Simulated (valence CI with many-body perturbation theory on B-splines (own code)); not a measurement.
Cd⁴³⁺: calculated level list

Computed by relativistic CI+MBPT: three valence electrons over a frozen Dirac-Fock core [He], radial functions for each j: 9 s, 9 p, 8 d, 6 f, 3 g, 1 h, with the one-electron correlation potential Σ1, the two-electron term Σ2, the three-electron term Σ3, Breit, model QED; selected CI, second order for the rest, scaled by the run's own slope (own B-spline code, finite nucleus).

No measured spectrum was set against this ion. As an estimate, large intervals hold to a few tenths of a per cent, small ones and those within an open d or f shell to about a per cent.

Levels 1 to 45 of 47, with energies above the lowest level, (2s^2 2p1/2) J=1/2. "Leading %" is the weight of the configuration and term that name the level; weights of strongly mixed levels are sums over their largest components and can fall short, so below about 35 % the name and the second component can differ from the true leading terms, or belong to a minority configuration. In the jj column 3d3/2^4 stands for four electrons in 3d with j = 3/2. Lifetimes count E1, E2, E3, M1 and M2 decay at the calculated energies, and are blank where another channel may lead or the interval is too uncertain; long ones can be off by a factor of two.

| No. | Configuration | Term | J | E (Ry) | Leading % | Second component | Leading jj | Lifetime |
| --- | --- | --- | --- | --- | --- | --- | --- | --- |
| 1 | 2s2 2p | 2P° | 1/2 | 0.00 | 100 |  | 2s^2 2p1/2 (100 %) |  |
| 2 | 2s 2p2 | 4P | 1/2 | 10.03 | 64 | 25 % 2s 2p2 2S | 2s 2p1/2^2 (96 %) | 166 ps |
| 3 | 2s2 2p | 2P° | 3/2 | 15.72 | 98 |  | 2s^2 2p3/2 (98 %) | 11.3 ns |
| 4 | 2s 2p2 | 4P | 3/2 | 22.77 | 94 | 4 % 2s 2p2 2D | 2s 2p1/2 2p3/2 (99 %) | 821 ps |
| 5 | 2s 2p2 | 2D | 5/2 | 24.82 | 52 | 48 % 2s 2p2 4P | 2s 2p1/2 2p3/2 (98 %) | 335 ps |
| 6 | 2s 2p2 | 2D | 3/2 | 28.05 | 70 | 29 % 2s 2p2 2P | 2s 2p1/2 2p3/2 (99 %) | 3.48 ps |
| 7 | 2s 2p2 | 2P | 1/2 | 28.23 | 72 | 24 % 2s 2p2 4P | 2s 2p1/2 2p3/2 (95 %) | 2.49 ps |
| 8 | 2p3 | 2P° | 3/2 | 39.02 | 44 | 31 % 2p3 4S° | 2p1/2^2 2p3/2 (98 %) | 3.73 ps |
| 9 | 2s 2p2 | 4P | 5/2 | 39.85 | 52 | 48 % 2s 2p2 2D | 2s 2p3/2^2 (98 %) | 15.8 ps |
| 10 | 2s 2p2 | 2S | 1/2 | 44.56 | 71 | 16 % 2s 2p2 2P | 2s 2p3/2^2 (98 %) | 3.02 ps |
| 11 | 2s 2p2 | 2P | 3/2 | 44.64 | 69 | 26 % 2s 2p2 2D | 2s 2p3/2^2 (98 %) | 1.82 ps |
| 12 | 2p3 | 4S° | 3/2 | 52.78 | 53 | 46 % 2p3 2D° | 2p1/2 2p3/2^2 (99 %) | 2.10 ps |
| 13 | 2p3 | 2D° | 5/2 | 54.09 | 100 |  | 2p1/2 2p3/2^2 (100 %) | 2.52 ps |
| 14 | 2p3 | 2P° | 1/2 | 56.56 | 99 |  | 2p1/2 2p3/2^2 (99 %) | 1.75 ps |
| 15 | 2p3 | 2P° | 3/2 | 70.68 | 55 | 28 % 2p3 2D° | 2p3/2^3 (99 %) | 1.43 ps |
| 16 | 2s2 3s | 2S | 1/2 | 292.81 | 97 |  | 2s^2 3s (97 %) | 25.1 fs |
| 17 | 2s2 3p | 2P° | 1/2 | 296.37 | 95 |  | 2s^2 3p1/2 (95 %) | 555 fs |
| 18 | 2s 2p 3s | 4P° | 1/2 | 299.75 | 87 | 9 % 2s 2p 3s 2P° | 2s 2p1/2 3s (98 %) | 27.4 fs |
| 19 | 2s2 3p | 2P° | 3/2 | 300.32 | 46 | 32 % 2s 2p 3s 4P° | 2s 2p1/2 3s (52 %) | 48.1 fs |
| 20 | 2s2 3p | 2P° | 3/2 | 301.68 | 50 | 35 % 2s 2p 3s 4P° | 2s^2 3p3/2 (50 %) | 42.0 fs |
| 21 | 2s 2p 3s | 2P° | 1/2 | 302.17 | 94 | 5 % 2s 2p 3s 4P° | 2s 2p1/2 3s (97 %) | 36.7 fs |
| 22 | 2s 2p 3p | 4D | 1/2 | 302.77 | 73 | 20 % 2s 2p 3p 2P | 2s 2p1/2 3p1/2 (99 %) | 35.4 fs |
| 23 | 2s2 3d | 2D | 3/2 | 303.59 | 59 | 17 % 2s 2p 3p 4D | 2s^2 3d3/2 (59 %) | 3.35 fs |
| 24 | 2s2 3d | 2D | 3/2 | 304.26 | 38 | 30 % 2s 2p 3p 4D | 2s 2p1/2 3p1/2 (58 %) | 24.4 fs |
| 25 | 2s2 3d | 2D | 5/2 | 305.17 | 97 |  | 2s^2 3d5/2 (97 %) | 3.77 fs |
| 26 | 2s 2p 3p | 4P | 1/2 | 305.69 | 53 | 27 % 2s 2p 3p 2S | 2s 2p1/2 3p1/2 (97 %) | 28.0 fs |
| 27 | 2s 2p 3p | 4P | 3/2 | 307.96 | 30 | 26 % 2s 2p 3p 4D | 2s 2p1/2 3p3/2 (99 %) | 29.5 fs |
| 28 | 2s 2p 3p | 2P | 1/2 | 308.97 | 41 | 16 % 2s 2p 3p 4P | 2s 2p1/2 3p3/2 (87 %) | 9.70 fs |
| 29 | 2s 2p 3p | 4D | 5/2 | 309.27 | 53 | 29 % 2s 2p 3p 2D | 2s 2p1/2 3p3/2 (96 %) | 229 fs |
| 30 | 2s 2p 3p | 2D | 3/2 | 309.51 | 48 | 19 % 2s 2p 3p 4S | 2s 2p1/2 3p3/2 (98 %) | 12.8 fs |
| 31 | 2s 2p 3d | 4F° | 3/2 | 310.06 | 74 | 14 % 2s 2p 3d 2D° | 2s 2p1/2 3d3/2 (99 %) | 16.3 fs |
| 32 | 2s 2p 3d | 4F° | 5/2 | 311.24 | 63 | 14 % 2s 2p 3d 2F° | 2s 2p1/2 3d3/2 (79 %) | 13.7 fs |
| 33 | 2s 2p 3d | 4P° | 5/2 | 312.07 | 41 | 22 % 2s 2p 3d 4D° | 2s 2p1/2 3d5/2 (86 %) | 3.99 fs |
| 34 | 2s 2p 3d | 4D° | 1/2 | 312.14 | 59 | 29 % 2s 2p 3d 2P° | 2s 2p1/2 3d3/2 (92 %) | 2.32 fs |
| 35 | 2s 2p 3d | 4D° | 3/2 | 312.24 | 37 | 23 % 2s 2p 3d 4P° | 2s 2p1/2 3d3/2 (87 %) | 3.02 fs |
| 36 | 2s 2p 3d | 4F° | 7/2 | 313.15 | 45 | 29 % 2s 2p 3d 2F° | 2s 2p1/2 3d5/2 (97 %) | 4.33 fs |
| 37 | 2p2 3s | 4P | 1/2 | 313.26 | 48 | 22 % 2p2 3s 2S | 2p1/2^2 3s (87 %) | 28.3 fs |
| 38 | 2s 2p 3d | 2D° | 3/2 | 313.90 | 47 | 39 % 2s 2p 3d 2P° | 2s 2p1/2 3d5/2 (85 %) | 4.21 fs |
| 39 | 2s 2p 3d | 2F° | 5/2 | 313.91 | 60 | 14 % 2s 2p 3d 2D° | 2s 2p1/2 3d5/2 (91 %) | 4.21 fs |
| 40 | 2s 2p 3s | 4P° | 5/2 | 315.49 | 97 |  | 2s 2p3/2 3s (97 %) | 47.3 fs |
| 41 | 2p2 3p | 4D° | 1/2 | 315.77 | 39 | 37 % 2p2 3p 2P° | 2p1/2^2 3p1/2 (91 %) | 31.0 fs |
| 42 | 2s 2p 3s | 2P° | 3/2 | 316.63 | 80 | 19 % 2s 2p 3s 4P° | 2s 2p3/2 3s (99 %) | 22.1 fs |
| 43 | 2s 2p 3p | 4P | 3/2 | 319.35 | 48 | 23 % 2s 2p 3p 4S | 2s 2p3/2 3p1/2 (99 %) | 38.2 fs |
| 44 | 2s 2p 3p | 2D | 5/2 | 319.55 | 42 | 33 % 2s 2p 3p 4D | 2s 2p3/2 3p1/2 (98 %) | 16.6 fs |
| 45 | 2s 2p 3s | 2P° | 1/2 | 319.96 | 92 | 7 % 2s 2p 3s 4P° | 2s 2p3/2 3s (97 %) | 18.0 fs |

The ionisation energy to 2s2 1S_0 of the next ion comes out as 7111.5 eV (NIST: 7109 ± 5 eV (semi-empirical)). All 47 levels together are meant to be complete up to 322.46 Ry.
